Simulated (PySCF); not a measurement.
The vertical singlet excitations below were computed for one of the candidates. Level of theory: TDDFT wB97X-D/def2-SVPD, vertical, gas phase, core orbitals frozen in the response (PySCF). Geometries: GFN2-xTB, one conformer each.

| state | λ (nm) | f |
| --- | --- | --- |
| S1 | 316.9 | 0.0002 |
| S2 | 259.0 | 0.0013 |
| S3 | 227.3 | 0.310 |
| S4 | 201.6 | 0.035 |
| S5 | 198.8 | 0.012 |
| S6 | 194.6 | 0.0000 |
| S7 | 167.9 | 0.246 |
| S8 | 163.6 | 0.0001 |

Triplets computed (Tamm–Dancoff): 3.42, 3.68, 4.30 eV.

Question: Which structure fits?
A. `C=CO[SiH2]CC(C)=O`
B. `c1(C=O)[nH]nnc1[SiH3]`
C. `CC/C=C1\C=CO[SiH2]1`
D. `CCNC(=O)[SiH2]N`
E. `C=C1C=CO[SiH2][SiH2]1`

Answer: B. Its S1, at 3.91 eV, is the lowest among the candidates; the nearest of the others has S1 at 4.49 eV. S1 is HOMO-2→LUMO (60%), HOMO→LUMO (34%). Löwdin shares by element: HOMO nitrogen 59% or more, oxygen 17%, carbon 9% or more (atoms not listed hold the other 16%); LUMO carbon 48%, oxygen 23% (atoms not listed hold the other 30%). At the same level the other candidates give, for their lowest levels:
- `C=C1C=CO[SiH2][SiH2]1`: 256 nm (f 0.252); 238 nm (f 0.002); 207 nm (f 0.012); 199 nm (f 0.094); 194 nm (f 0.023); T1 3.03 eV; HOMO -8.05, LUMO 0.60 eV
- `CC/C=C1\C=CO[SiH2]1`: 249 nm (f 0.440); 233 nm (f 0.004); 206 nm (f 0.003); 198 nm (f 0.002); 184 nm (f 0.003); T1 3.00 eV; HOMO -7.75, LUMO 0.99 eV
- `CCNC(=O)[SiH2]N`: 258 nm (f 0.003); 190 nm (f 0.075); 187 nm (f 0.024); 180 nm (f 0.047); 178 nm (f 0.038); T1 4.24 eV; HOMO -8.70, LUMO 1.46 eV
- `C=CO[SiH2]CC(C)=O`: 276 nm (f 0.002); 186 nm (f 0.047); 181 nm (f 0.165); 176 nm (f 0.065); 175 nm (f 0.060); T1 3.98 eV; HOMO -9.08, LUMO 1.13 eV

The values belong to the conformer `[O:1]=[CH:2][c:3]1[nH:4][n:5][n:6][c:7]1[SiH3:8]`: O1–C2–C3–N4 0°.
